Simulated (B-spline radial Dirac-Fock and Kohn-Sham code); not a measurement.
EELS cross sections of the Ir O2 (5p1/2) edge

System: atomic iridium, configuration [Xe] 4f14 5d7 6s2. These are calculated numbers from an atomic code on a B-spline grid; the model is the first Born approximation with generalised oscillator strengths from a Dirac-Hartree-Slater potential (longitudinal and transverse terms; continuum final states only, so no white lines or fine structure). The edge is taken at 63.00 eV (tabulated value).

Input of the calculation (task.json; shells as n, l, electrons):

```json
{"items": [{
  "Z": 77,
  "q": 0,
  "cfg": [[1, 0, 2], [2, 0, 2], [2, 1, 6], [3, 0, 2], [3, 1, 6], [3, 2, 10], [4, 0, 2], [4, 1, 6], [4, 2, 10], [4, 3, 14], [5, 0, 2], [5, 1, 6], [5, 2, 7], [6, 0, 2]],
  "A": 193,
  "rrms": 5.4032,
  "do": "eels",
  "beams": [[60, 5], [60, 10], [60, 20], [60, 50], [80, 5], [80, 10], [100, 5], [120, 10], [200, 20], [200, 50], [200, 100], [300, 10], [300, 20], [300, 100]],
  "edges": {"O2": 63.0}
}]}
```

Run with: `python xray2_run.py task.json out`

Partial cross sections σ(β, Δ) in barn, integrated over a window Δ above the edge and up to the collection semi-angle β, for parallel illumination:

```
E₀ (kV)  β (mrad)  Δ = 25 eV  Δ = 50 eV  Δ = 100 eV  Δ = 200 eV  Δ = 300 eV
     60         5      16600      21500       23800       24500       24700
     60        10      23100      30800       34600       35800       36100
     60        20      30800      43500       50600       52900       53400
     60        50      36400      55300       70600       78800       80400
     80         5      14900      19500       21600       22300       22500
     80        10      20300      27300       30800       31900       32200
    100         5      13800      18000       20000       20700       20900
    120        10      17100      23300       26600       27600       27900
    200        20      16500      24400       30300       32800       33300
    200        50      16800      25300       32300       36900       38500
    200       100      16800      25300       32300       37000       38600
    300        10      12700      18100       21400       22500       22800
    300        20          ?          ?           ?           ?           ?
    300       100      13900      20900       26600       30400       31700
```

Task: Give the row for 300 kV and 20 mrad.

Result: 13900 b for 25 eV, 20700 b for 50 eV, 26000 b for 100 eV, 28800 b for 200 eV, 29400 b for 300 eV.
